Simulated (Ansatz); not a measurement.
C2H5ClOSi can be A, `O/C(Cl)=C/[SiH3]`, or B, `C=C(Cl)O[SiH3]`.

Program: Ansatz. Geometries: PBE0-D4/def2-TZVP. ΔE: electronic, gas phase. CCSD(T)/CBS is the MP2 limit (def2-TZVPP, def2-QZVPP) plus CCSD(T) − MP2 in def2-TZVPP, frozen cores. Functionals use def2-TZVPP. B3LYP here is the variant with VWN-RPA as its local correlation; programs differ in this. One conformer a species, not always the lowest.

Q: Which is lower in electronic energy at CCSD(T)/CBS, and by how much? (Best estimate.)

A: The calculation gave: B, by 74.1 kJ/mol.

Q: Give E(B) − E(A) in kJ/mol with r2SCAN-D4, PBE-D4, CCSD(T)/def2-TZVPP, CCSD/def2-TZVPP, PBE0-D4, ωB97M-V, B3LYP-D4. (Best estimate.)

A: Computed: r2SCAN-D4 -69.3, PBE-D4 -60.4, CCSD(T)/def2-TZVPP -74.4, CCSD/def2-TZVPP -77.2, PBE0-D4 -64.6, ωB97M-V -72.5, B3LYP-D4 -76.3. None reverses the order clearly.

Largest T1 diagnostic: 0.012.

In def2-TZVPP, CCSD(T) changes the Hartree–Fock value by +16.1 kJ/mol (the triples alone add +2.8 kJ/mol) and MP2 by +16.1 kJ/mol. From PBE to PBE0 (25 % exact exchange), in def2-TZVPP and without D4, E(B) − E(A) moves by −4.3 kJ/mol.
